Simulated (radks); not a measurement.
P4+, 11 electrons, occupied as [Ne] 3s1.

Calculated with a radial shooting solver on a logarithmic mesh with Libxc functionals: non-relativistic Kohn-Sham, LDA (Slater exchange, VWN5 correlation), spin-polarised, spherical densities, point nucleus; open shells are filled with parallel spins first.

Energy parts (hartree):
| part | energy |
|---|---|
| total | -335.88898 |
| kinetic | 335.22925 |
| electron-nucleus | -777.94424 |
| Hartree | 127.24727 |
| exchange-correlation | -20.42126 |

Orbitals (lengths in bohr, moments of r in powers of bohr; r(90%) holds 90 % of the orbital's charge):
orbital  occ.  eigenvalue (hartree)    <r^2>  r(90%)      <r^4>
1s up       1             -78.21515  0.01462   0.186  0.0005514
1s down     1             -78.20484  0.01462   0.186  0.0005514
2s up       1              -8.39331   0.3237   0.819     0.1907
2s down     1              -8.37985   0.3225   0.817     0.1886
2p up       3              -6.64829   0.2918   0.806     0.1843
2p down     3              -6.63465   0.2900   0.804     0.1810
3s up       1              -2.18691    2.889    2.34      12.67
3s down     0              -2.08426    2.936    2.37      13.26

The highest occupied level is 3s up at -59.509 eV. The density falls to 0.001 e/bohr^3 at r = 2.75 bohr. Summed over all electrons, <r^2> = 5.310 bohr^2, which gives a Langevin (diamagnetic) susceptibility term of -4.21 x 10^-6 cm^3/mol. The electron density at the nucleus is 2172 e/bohr^3. The spin density at the nucleus is 10.28 e/bohr^3 (1s 0.12, 2s -0.10, 3s 10.25), a Fermi contact field of 539 T. Spin moment in Bohr magnetons: 1. Virial ratio -V/T = 2.00197.
